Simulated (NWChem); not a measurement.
# Si2H3, doublet; SMILES [Si][SiH3]

```xyz
5

Si    -0.0196     1.3436     0.0000
Si    -0.0076    -1.0381     0.0000
H     -0.5888    -1.7005     1.2134
H      1.4749    -1.3140     0.0000
H     -0.5888    -1.7005    -1.2134
```
Atoms are numbered in this order, from 1.

Level: PBE0/def2-SVP, spin-unrestricted (NWChem), optimised geometry, unscaled harmonic frequencies. In the optimisation the excess spin sits in a" (Cs, its own frame).

Problem. List the harmonic frequencies with IR intensities, and the thermochemistry.

Solution. 
| frequency (cm⁻¹) | IR intensity (km/mol) |
|---|---|
| 274 | 22.7 |
| 391 | 7.9 |
| 426 | 14.4 |
| 844 | 200.3 |
| 895 | 35.1 |
| 936 | 55.5 |
| 2160 | 54.8 |
| 2198 | 94.3 |
| 2201 | 96.2 |

```json
{
 "zero_point_energy": "14.8 kcal/mol",
 "thermal correction to the enthalpy at 298.15 K (with zero-point energy)": "17.9 kcal/mol",
 "heat capacity Cv": "12.1 cal/(mol K)",
 "entropy at 298.15 K and 1 atm (symmetry number 1, electronic part: spin degeneracy alone)": "65.7 cal/(mol K)",
 "dipole_moment": "0.22 D"
}
```

Rigid rotor and harmonic oscillator.
